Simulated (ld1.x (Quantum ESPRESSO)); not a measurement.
## caesium: what ld1.x (Quantum ESPRESSO) 7.5 does with a changed input

Command:

```bash
ld1.x < Cs.in > Cs.out
```

Input:

```
&input
   title='Cs', zed=55., rel=0, dft='GGA', iswitch=3,
   config='[Xe] 4f-2 5d0 6s1 6p0',
   nld=4, rlderiv=4.55, eminld=-2.0, emaxld=5.0, deld=0.02
 /
 &inputp
   pseudotype=2, tm=.true., lloc=2,
   nlcc=.false.,
   file_pseudopw='Cs.UPF', file_wfcaegen='ae.wfc', file_wfcncgen='nc.wfc', file_beta='beta', file_chi='chi'
 /
4
6S  1  0   1.00   0.00  4.20  4.20  0.0
6P  2  1   0.00   0.00  4.20  4.20  0.0
4F  4  3  -2.00  -0.20  3.55  3.55  0.0
5D  3  2   0.00   0.00  4.20  4.20  0.0
 &test
   configts(1)='5d0 6s1 6p0'
 /
```

This is an input that runs to its end, with one change: functional typed as GGA. The unchanged file is no sound one. Note: ghost states, extra bound levels that the all-electron valence spectrum of the same l lacks: s at -11.1 eV, p at -0.14 eV. A true bound ghost makes a file unfit for plane-wave use.

Task: How does the run end?

Result: The program refuses the input: "set_dft_from_name: GGA: unrecognized dft".

```
Program LD1 v.7.5

 %%%%%%%%%%%%%%%%%%%%%%%%%%%%%%%%%%%%%%%%%%%%%%%%%%%%%%%%%%%%%%%%%%%%%%%%%%%%%%
     Error in routine set_dft_from_name (1):
     GGA: unrecognized dft
 %%%%%%%%%%%%%%%%%%%%%%%%%%%%%%%%%%%%%%%%%%%%%%%%%%%%%%%%%%%%%%%%%%%%%%%%%%%%%%

     stopping ...
```
